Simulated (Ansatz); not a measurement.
Al2B2. Charge 0, multiplicity 3. Geometry PBE0-D4/def2-TZVP; atoms count from 1.

| atom | x (Å) | y (Å) | z (Å) |
| --- | --- | --- | --- |
| B1 | -0.429 | -0.459 | 0.684 |
| B2 | -0.481 | 0.748 | -0.267 |
| Al3 | -0.369 | -0.888 | -1.494 |
| Al4 | 1.279 | 0.600 | 1.078 |

The structure comes from a short search, and lower isomers may exist.

Problem. Estimate the Mulliken populations from the PBE0/def2-TZVP orbitals of Ansatz.

Solution. 
```csv
atom,charge (e),spin (α − β)
B1,-0.09,0.56
B2,-0.09,0.56
Al3,0.09,0.44
Al4,0.09,0.44
```
Mulliken values and Mayer orders depend strongly on the basis.

Problem. Where does the spin sit?

Solution. Summed by element: B 1.13, Al 0.87, of 2 unpaired in all. Largest on single atoms: B1 0.56, B2 0.56, Al4 0.44.

Problem. And the Mayer bond orders between bonded heavy atoms (over 0.3)?

Solution. B1–B2 1.24 (1.54 Å); B1–Al3 0.64 (2.22 Å); B1–Al4 0.92 (2.05 Å); B2–Al3 0.92 (2.05 Å); B2–Al4 0.64 (2.22 Å). Values over 0.3 also appear between atoms too far apart for a bond (Al3–Al4 0.36 at 3.40 Å); they arise where an orbital or an unpaired electron spreads over both atoms.
